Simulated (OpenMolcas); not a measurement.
**d6 ions of charge +3 down a group with 6 oxide ligands in octahedral coordination**

```yaml
Program: OpenMolcas
Method: SS-CASPT2, IPEA 0.25 Eh, imaginary shift 0.1 Eh
Spin-orbit_coupling: state interaction with AMFI integrals over the reference wave functions
```

The d shell is active; CASPT2 correlates the ligand valence shells and the outer metal core. Anionic complexes are neutralised by point charges behind the ligands. Distances were set from a Shannon-type radius of the metal (high-spin where two are listed) plus a fixed donor radius (O 1.38 Å). Ligand basis ANO-RCC-VDZP, DKH2 Hamiltonian. States (labels of O, the rotations of Oh). Energies in cm-1 above the lowest state or level, χT in cm3 K/mol. Spin-only χT is S(S+1) / 2 for the spin of the ground state.

| Ion | Shell | R (Å) | Metal basis | Outer charge (e at Å behind ligand) | Ground state | First state of that spin | First gap with spin-orbit (degeneracies) | χT at 300 K | First state of another spin | Spin-only χT |
| --- | --- | --- | --- | --- | --- | --- | --- | --- | --- | --- |
| Rh3+ | 4d6 | 2.04 | ANO-RCC-VTZP | 1.5 at 2.8 | 1A1 | 1T1 12470 | 8430 (1, 2) | 0.061 | 2S+1 = 3: 9080 | 0.000 |
| Ir3+ | 5d6 | 2.06 | ANO-RCC-VTZP | 1.5 at 2.4 | 1A1 | 1T1 13380 | 7840 (1, 2) | 0.072 | 2S+1 = 3: 9790 | 0.000 |

The rows also differ in their outer charges, so part of each step comes from that.

Below the highest spin of the shell: Rh3+, Ir3+. χT departs most from the spin-only value for Ir3+, by +0.072 cm3 K/mol.

Roots that are degenerate in the reference are averaged as groups; the widest CASPT2 spread within a group is 330 cm-1 (the 2-fold group of multiplicity 1 near 27400 cm-1 above the lowest state of its run, Rh3+). Shifts and gaps below about the spread of the groups concerned are not significant. Over all roots computed the reference weight is 0.58 to 0.61 in Rh3+, 0.60 to 0.63 in Ir3+; a low but even weight reflects the number of correlated electrons. This shell can be high or low spin here, a state of another spin lies low, and with metal d orbitals alone active their balance is uncertain, so the ground spin may be wrong, although the usual error favours high spin. The oxide ions are held by bare point charges, a crude embedding. Ligand-to-metal charge-transfer states are missing. These CASPT2 states fit no ligand-field parameters well, so their order and spin gaps are uncertain. With no ligand orbital active B as a rule stays too high, so bands that hang on it stand too high and its fall with covalency is understated. With one d shell and no ligand orbital active, 10Dq can be off by a tenth or more. The least metal-like active orbital is 75 % on the metal (Löwdin) and no ligand orbital is active, so the numbers are rough (holds for Rh3+). Spin-orbit coupling mixes the spin-free states strongly: the lowest level takes only 67 % from its leading state, 1A1 (holds for Ir3+). The least metal-like active orbital is 73 % on the metal (Löwdin) and no ligand orbital is active, so the numbers are rough (holds for Ir3+). No measured value stands beside these numbers; the geometry is a model, was not optimised and need not be the one that this ion takes.

A state without a sure symmetry label is named by its multiplicity alone.
